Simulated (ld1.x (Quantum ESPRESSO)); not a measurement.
**u(r) = r·R(r): atom against pseudo-atom (Si (Z = 14))**

Columns: radius, all-electron u(r) and pseudo u(r) of the 3p shell (level -4.08 eV) of silicon in the configuration [Ne] 3s2 3p2; PBE, scalar-relativistic, TM scheme, ld1.x (Quantum ESPRESSO) 7.5.

| r (bohr) | all-electron | pseudo |
| --- | --- | --- |
| 0.115 | 0.1214 | -0.0049 |
| 0.230 | 0.2347 | -0.0193 |
| 0.345 | 0.2566 | -0.0429 |
| 0.460 | 0.2099 | -0.0750 |
| 0.575 | 0.1252 | -0.1146 |
| 0.690 | 0.0246 | -0.1605 |
| 0.805 | -0.0787 | -0.2113 |
| 0.920 | -0.1771 | -0.2652 |
| 1.035 | -0.2665 | -0.3206 |
| 1.150 | -0.3451 | -0.3755 |
| 1.265 | -0.4129 | -0.4280 |
| 1.380 | -0.4702 | -0.4762 |
| 1.495 | -0.5173 | -0.5187 |
| 1.610 | -0.5546 | -0.5542 |
| 1.725 | -0.5829 | -0.5822 |
| 1.840 | -0.6031 | -0.6027 |
| 1.955 | -0.6160 | -0.6158 |
| 2.070 | -0.6226 | -0.6226 |
| 2.185 | -0.6238 | -0.6238 |
| 2.300 | -0.6205 | -0.6205 |
| 2.415 | -0.6133 | -0.6133 |
| 2.530 | -0.6029 | -0.6029 |
| 2.645 | -0.5900 | -0.5900 |
| 2.760 | -0.5750 | -0.5750 |
| 2.875 | -0.5585 | -0.5585 |
| 2.990 | -0.5408 | -0.5408 |

Question: How many radial nodes do the two functions have?

Answer: The all-electron 3p function has n − l − 1 = 1; the pseudo-wave has 0, since the states of the same l below it are removed with the core.

Question: At about which radius was the pseudo-wave matched?

Answer: 2.30 bohr. The columns agree to 0.0005 from 1.84 bohr on; several derivatives are matched, so the curves merge somewhat inside the radius.

Question: Where does each function peak?

Answer: Outermost all-electron maximum near 2.19 bohr, pseudo maximum near 2.19 bohr (to the table’s step).

Question: Is the pseudo-wave norm-conserving?

Answer: Yes: the TM scheme keeps the norm inside the radius equal to the all-electron one, which fixes the energy derivative of the logarithmic derivative at the level.
